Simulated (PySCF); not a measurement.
## Excitation energy of Ge by level of theory

Ge [Ar] 3d10 4s2 4p2 (3P) → Ge [Ar] 3d10 4s2 4p1 5s1 (3P), as a difference of total energies. Calculation: PySCF 2.14, in x2c-TZVPPall with one added diffuse shell each of s, p, d type (7s6p5d1f, 57 functions); scalar relativity by spin-free X2C-1e. Correlated levels: valence and next inner shell: [Ne] frozen. The calculations carry no spin-orbit coupling.

Q: Order these methods by the excitation energy they give, lowest first.
A. CCSD (valence and next inner shell)
B. SCS-MP2 (valence and next inner shell)
C. MP2 (valence and next inner shell)
D. UHF

A: D (4.705 eV), B (4.832 eV), A (4.855 eV), C (4.876 eV).

Errors of the correlated levels include the incompleteness of this basis and the frozen core.

The promoted electron is Rydberg-like, and one or two diffuse shells describe it only roughly, which tends to raise the upper state.

For comparison: 4.648 eV (measured; NIST levels, between the centres of gravity of the two terms).
